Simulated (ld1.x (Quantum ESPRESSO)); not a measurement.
What one change does to a pseudopotential (Rh (Z = 45), TM)

| Property | Result |
| --- | --- |
| Element | rhodium (Rh) |
| Generator | ld1.x (Quantum ESPRESSO) 7.5 |
| Type | norm-conserving Troullier–Martins (Kleinman–Bylander form) |
| Functional | revPBE |
| Relativity | scalar-relativistic |
| Frozen core | [Kr] |
| Valence charge | 9 |
| Reference configuration | 4d8 5s0.5 5p0 (charge +0.5) |
| Partial waves | 5p (bound, empty): rc 2.85 bohr; 4d (bound): rc 2.05 bohr; 4f channel at 0.05 Ry: rc 2.45 bohr; 5s (bound): rc 2.30 bohr |
| Local potential | the s channel |
| Core correction | a·sin(br)/r model core, default radius (core density twice the valence density) |

Change: wave 5p (bound): rc 2.85 bohr becomes 5p (bound): rc 2.66 bohr.

Cutoffs: the cutoffs (Ry, on a coarse ladder) from which the occupation-weighted sum of valence levels, in a spherical-Bessel basis at the reference potential, stays within 10 and 1 mRy of its value at 400 Ry; they do not see the model core or the augmentation charge, which bear on the density cutoff. Errors are all-electron minus pseudo energies relative to the spin-unpolarised reference configuration.

Task: Predict the effect on cutoff, ghosts and configuration errors.

Result: The potential gets harder (50 Ry and 55 Ry → 50 Ry and 70 Ry); the errors of the 7 common tests hardly move; neither file shows a bound ghost. A smaller radius makes the pseudo-wave follow the all-electron one further in, where it bends more sharply, so more plane waves are needed.

```tsv
quantity	base	changed
cutoff, loose	50 Ry	50 Ry
cutoff, tight	55 Ry	70 Ry
bound ghosts	none	none
error for 4d8 5s1 5p0, meV [ΔE -2.86 eV]	-2.0	-2.0
error for 4d8 5s0 5p0, meV [ΔE 4.47 eV]	-4.7	-4.7
error for 4d7 5s0 5p0, meV [ΔE 23.89 eV]	-143	-143
error for 4d9 5s0 5p0, meV [ΔE -3.81 eV]	-71	-71
error for 4d8 5s0 5p1, meV [ΔE 0.70 eV]	-0.8	-0.7
error for 4d8.5 5s0.5 5p0, meV [ΔE -3.51 eV]	-16	-17
error for 4d7 5s2 5p0, meV [ΔE -0.34 eV]	-161	-161
```
